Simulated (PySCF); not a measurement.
# Computed properties of ClFH5NSi2, SMILES N[SiH2][Si@H](F)Cl

ClFH5NSi2, SMILES N[SiH2][Si@H](F)Cl. Coordinates come from a PBE0-D3(BJ)/def2-SVP optimisation. The structure was generated by enumeration; whether it is a known compound was not checked. The values are those of a single conformer. All values are computed for the isolated molecule unless a solvent is named; none is compared with measurement here.

**Structure.** All 24 harmonic modes at PBE0-D3(BJ)/def2-SVP (PySCF) are real, so it is a minimum. With heavy atoms numbered as in [NH2:1][SiH2:2][Si@H:3]([F:4])[Cl:5], the shortest bond between them is Si3–F4 at 1.630 Å and the longest Si2–Si3 at 2.349 Å.

**Vibrations.** The strongest infrared lines (harmonic, unscaled, degenerate partners summed) lie at 759 cm⁻¹ (304 km/mol, H 89 %, Si 9 %), 2241 cm⁻¹ (177 km/mol, H 96 %), 390 cm⁻¹ (163 km/mol, H 65 %, Si 17 %, N 16 %). The softest mode is at 48 cm⁻¹ and the zero-point energy is 35.7 kcal/mol.

**Electronic structure.** B3LYP/def2-TZVP (PySCF) places the frontier levels at -7.11 and -0.90 eV, a gap of 6.21 eV, and gives a dipole moment of 2.64 D and a mean polarisability of 72.2 bohr³. PBE/def2-TZVP (PySCF) at the same geometry gives -6.03 and -1.53 eV, so its gap is 1.71 eV narrower. An orbital gap is neither the optical nor the fundamental gap.

**Excitations.** TDDFT-ωB97X/def2-SVPD (PySCF) has S1 at 5.76 eV (215 nm, f = 0.036, weak); the most intense of the 10 singlets computed lies at 8.05 eV (f = 0.32). T1 (TDA) is at 5.20 eV. TDDFT-PBE/def2-SVPD (PySCF) puts S1 at 4.78 eV. No vertical singlet excitation falls in the visible range (under 3.1 eV).

**NMR.** GIAO shifts at PBE0/pcSseg-1 (PySCF) (non-relativistic, atoms alike by connectivity averaged): ¹H from 0.1 to 6.1 ppm against TMS; ²⁹Si from -49.4 to 23.5 ppm against TMS; ¹⁹F at -185.6 ppm against CFCl3. Without spin–orbit terms, shifts of atoms bonded to Cl or Br come out too high.

**Solvation.** SMD-M06-2X/6-31G* (PySCF) gives -2.3 kcal/mol in water, -5.0 kcal/mol in chloroform, -4.8 kcal/mol in dimethylsulfoxide (1 M in both phases, gas-phase geometry).
